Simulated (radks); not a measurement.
Question: These are the eigenvalues of the occupied orbitals of an atom or ion with whole-number occupations (eV). Method: scalar-relativistic Kohn-Sham, r2SCAN, spin-polarised, spherical densities, finite nucleus; meta-GGA in the generalised Kohn-Sham scheme; Fermi nuclear charge, rms radius of each element as measured or else 0.836 A^(1/3) + 0.57 fm; computed with a radial shooting solver on a logarithmic mesh with Libxc functionals.

1s: -28071.16
2s: -5423.520
2p: -5025.442
3s: -1969.545
3p: -1839.287

Which element is it, and in what charge state? The configuration may be excited. Open shells, if any, are filled with parallel spins first.

Answer: Z = 48, cadmium, charge +30: Cd30+ in [Ar]. The list shows which subshells hold electrons but not how many an open one holds; the 1s level, -1031.6 hartree, gives Z - s = 45.4 by -(Z - s)^2/2, which with screening and relativity narrows Z to a few neighbours, and the depths of the outer levels then fix element, charge and occupations together.
